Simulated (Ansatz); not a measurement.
`[NH2][Sn]([NH2])([F])[F]` and `[NH2][Ge]([NH2])([F])[F]` differ in one element.

Ansatz, PBE0-D4/def2-TZVP geometries, multiplicity 1. Each molecule was computed in one conformer, which needn't be the lowest.

Elements past krypton have def2 core potentials. Scalar relativity is left out up to krypton.

| property | `[NH2][Sn]([NH2])([F])[F]` |
| --- | --- |
| size of the dipole moment (PBE/def2-TZVPP) / D | 2.46 |
| HOMO energy (PBE0/def2-TZVPP) / eV | -8.34 |
| HOMO energy (ωB97M-V/def2-TZVPP) / eV | -10.74 |
| zero-point energy (PBE0-D4/def2-TZVP) / kJ/mol | 144.1 |
| HOMO–LUMO gap (ωB97M-V/def2-TZVPP) / eV | 11.19 |
| size of the dipole moment (B3LYP/def2-TZVPP) / D | 2.50 |

What does the change do to each property? (Estimate.)

The calculation gave: 
```json
{"property": "size of the dipole moment (PBE/def2-TZVPP) / D", "`[NH2][Ge]([NH2])([F])[F]`": "2.31", "shift": "-0.15"}
{"property": "HOMO energy (PBE0/def2-TZVPP) / eV", "`[NH2][Ge]([NH2])([F])[F]`": "-8.31", "shift": "0.03"}
{"property": "HOMO energy (ωB97M-V/def2-TZVPP) / eV", "`[NH2][Ge]([NH2])([F])[F]`": "-10.73", "shift": "0.01"}
{"property": "zero-point energy (PBE0-D4/def2-TZVP) / kJ/mol", "`[NH2][Ge]([NH2])([F])[F]`": "149.9", "shift": "5.8"}
{"property": "HOMO–LUMO gap (ωB97M-V/def2-TZVPP) / eV", "`[NH2][Ge]([NH2])([F])[F]`": "12.30", "shift": "1.11"}
{"property": "size of the dipole moment (B3LYP/def2-TZVPP) / D", "`[NH2][Ge]([NH2])([F])[F]`": "2.36", "shift": "-0.14"}
```

Dipoles are sizes alone; their direction can turn.

B3LYP here is the variant with VWN-RPA as its local correlation; programs differ in this.
